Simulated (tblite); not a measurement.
Species: C₂H₁₀NP₂Si₂ (doublet state).
Cartesian coordinates in Å at the GFN2-xTB level; atoms count from 1:
```
atom  x, y, z in Å
C1    -1.8771    1.0490    0.4465
N2    -1.0762   -0.1042    0.1239
C3    -1.7913   -1.1013   -0.6312
Si4    0.3158   -0.5213    1.0663
P5     1.7407   -1.7194   -0.3349
Si6    3.0789    0.0200    0.2040
P7     1.6172    1.4041    1.2323
H8    -2.7438    0.7750    1.0570
H9    -2.2389    1.5198   -0.4718
H10   -1.2737    1.7661    0.9996
H11   -1.1263   -1.9335   -0.8540
H12   -2.6545   -1.4808   -0.0745
H13   -2.1509   -0.6707   -1.5697
H14    1.2529   -1.0815   -1.4660
H15    3.7294    0.6272   -0.9549
H16    4.0553   -0.4353    1.1885
H17    1.1355    1.8988    0.0291
```

Method: GFN2-xTB as coded in tblite; computed harmonic values from a numerical Hessian at the method's own geometry, unscaled. The method is semi-empirical: single wavenumbers can be off by several per cent or more. Modes of hydrogen on phosphorus and silicon can be 10 to 20 % off. One conformer, not necessarily the lowest. Open shells enter through the occupations alone, without spin polarisation, and single modes of such species can be off by tens of per cent.

Harmonic wavenumbers (cm⁻¹): 55.3, 70.6, 101.6, 120.6, 176.3, 204.4, 224.9, 261.1, 279.8, 346.3, 383.4, 385.0, 396.1, 452.4, 455.3, 494.5, 566.1, 588.5, 590.4, 690.7, 710.5, 711.5, 753.7, 1015.7, 1049.7, 1078.8, 1118.6, 1201.2, 1279.5, 1410.1, 1420.0, 1467.8, 1476.5, 1488.3, 1499.3, 2255.4, 2268.0, 2271.5, 2301.3, 2922.2, 2922.9, 2957.3, 2960.9, 3019.6, 3019.9.

A = 1806, B = 967.0, C = 690.3 MHz; mass 165.983 u (most abundant isotopes); point group Cs, symmetry number 1; spin multiplicity 2.

Q: Zero-point energy?

A: Half the sum of the wavenumbers: 25712 cm⁻¹ = 73.51 kcal/mol.

Q: Give the ideal-gas entropy at 350 K and 1 bar in the rigid-rotor, harmonic-oscillator model (classical rotation).

A: Translation 42.05, rotation 30.45, vibration 40.34, spin (R ln 2) 1.38: S = 114.2 cal/(mol K).

Q: And Cp and H(350 K) − H(0)?

A: Cp = 47.54 cal/(mol K), of which vibrations give 39.59 (their classical limit is 45 R = 89.4); H(350 K) − H(0) = 10.27 kcal/mol without the zero-point energy, 7.49 from vibrations.

Q: Which modes carry the vibrational entropy at 350 K?

A: 55.3 cm⁻¹: 4.94; 70.6 cm⁻¹: 4.45; 101.6 cm⁻¹: 3.74; 120.6 cm⁻¹: 3.40; 176.3 cm⁻¹: 2.67; 204.4 cm⁻¹: 2.39 cal/(mol K); the other 39 give 18.75 together.

Q: Blend soft modes into free rotors: weight 1/[1 + (100 cm⁻¹/ν̃)⁴] for the oscillator and the rest for a rotor with moment μB/(μ + B), μ = h/(8π²ν), B = 10⁻⁴⁴ kg m². What vibrational entropy results?

A: 37.70 cal/(mol K) in place of 40.34, which changes −T·S at 350 K by +0.92 kcal/mol.

Q: How do the functions run with temperature in this model?

A: 
```json
{"T (K)": "50", "S (cal/(mol K))": "61.4", "Cp (cal/(mol K))": "13.6", "H − H(0) (kcal/mol)": "0.50", "G − H(0) (kcal/mol)": "-2.57", "ln q(vib)": "0.47"}
{"T (K)": "100", "S (cal/(mol K))": "73.1", "Cp (cal/(mol K))": "20.8", "H − H(0) (kcal/mol)": "1.36", "G − H(0) (kcal/mol)": "-5.94", "ln q(vib)": "1.75"}
{"T (K)": "298.15", "S (cal/(mol K))": "106.9", "Cp (cal/(mol K))": "43.3", "H − H(0) (kcal/mol)": "7.91", "G − H(0) (kcal/mol)": "-23.97", "ln q(vib)": "7.92"}
{"T (K)": "373.15", "S (cal/(mol K))": "117.3", "Cp (cal/(mol K))": "49.3", "H − H(0) (kcal/mol)": "11.39", "G − H(0) (kcal/mol)": "-32.38", "ln q(vib)": "10.24"}
{"T (K)": "500", "S (cal/(mol K))": "132.9", "Cp (cal/(mol K))": "57.4", "H − H(0) (kcal/mol)": "18.18", "G − H(0) (kcal/mol)": "-48.28", "ln q(vib)": "13.99"}
{"T (K)": "750", "S (cal/(mol K))": "158.5", "Cp (cal/(mol K))": "69.0", "H − H(0) (kcal/mol)": "34.08", "G − H(0) (kcal/mol)": "-84.83", "ln q(vib)": "20.69"}
{"T (K)": "1000", "S (cal/(mol K))": "179.5", "Cp (cal/(mol K))": "76.7", "H − H(0) (kcal/mol)": "52.35", "G − H(0) (kcal/mol)": "-127.16", "ln q(vib)": "26.62"}
```

q(vib) and H(0) count from the zero-point level.

Q: What must be added to the electronic energy to get the Gibbs energy at 350 K and 1 bar?

A: ZPE + [H(350 K) − H(0)] − T·S = 73.51 + 10.27 − 39.97 = 43.81 kcal/mol.

Hindered rotation and anharmonicity are outside this model. Other conformers, if any are populated, would add a mixing term that is left out.

Time: 0.98 s of wall time. Hardware: an Arm Neoverse V1 with one thread, no GPU, shared host with 32 logical CPUs at a one-minute load of 13. This covers the Hessian and the dipole derivatives.
